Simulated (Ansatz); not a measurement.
Ansatz results at the PBE0-D4/def2-TZVP geometry: HOMO energy (PBE0/def2-TZVPP) -7.34 eV; HOMO energy (ωB97M-V/def2-TZVPP) -9.35 eV; size of the dipole moment (PBE/def2-TZVPP) 1.15 D.

Each molecule was computed in one conformer, which needn't be the lowest.

Problem. Which molecule gave them?
A. `NB1N[SiH]1F`
B. `C=C=C(O)Cl`
C. `[NH2][Al]([SiH3])[CH2][SiH3]`
D. `[CH3][Al]([NH2])[SiH2][SiH3]`

Solution. C. The others give `NB1N[SiH]1F`: -7.02, -9.13, 2.88; `[CH3][Al]([NH2])[SiH2][SiH3]`: -7.16, -9.12, 1.90; `C=C=C(O)Cl`: -6.86, -9.04, 0.69.
